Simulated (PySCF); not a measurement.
HO4S, charge -1. Atoms are numbered in the order given.

```xyz
6

O      1.3029    -0.8241     0.0000
S     -0.1409     0.0563     0.0000
O      0.3645     1.4529     0.0000
O     -0.8159    -0.3626    -1.2401
O     -0.8159    -0.3626     1.2401
H      1.9701    -0.1289     0.0000
```
Charge -1, spin multiplicity 1.

The structure is a stationary point at PBE0-D3(BJ)/def2-SVPD. Other conformers were not sampled.

Computed with PBE/pcSseg-1 (PySCF).

GIAO shieldings, no solvent; atoms listed in one row are averaged. δ = σ(ref) − σ: ¹⁷O against H2O (σ = 334.3 ppm); ³³S against H2S (σ = 706.5 ppm); ¹H against TMS (σ = 31.49 ppm), references at their B3LYP-D3(BJ)/def2-TZVP geometries, non-relativistic.

**Question.** Estimate the chemical shifts. (The exact figures need the calculation; the answer reports its results.)

**Answer.** 
```json
[
 {"nucleus": "¹⁷O", "atoms": "O3", "count": "1", "δ (ppm)": "255.0"},
 {"nucleus": "¹⁷O", "atoms": "O5, O4", "count": "2", "δ (ppm)": "251.2"},
 {"nucleus": "¹⁷O", "atoms": "O1", "count": "1", "δ (ppm)": "231.4"},
 {"nucleus": "³³S", "atoms": "S2", "count": "1", "δ (ppm)": "559.5"},
 {"nucleus": "¹H", "atoms": "H6", "count": "1", "δ (ppm)": "3.30"}
]
```
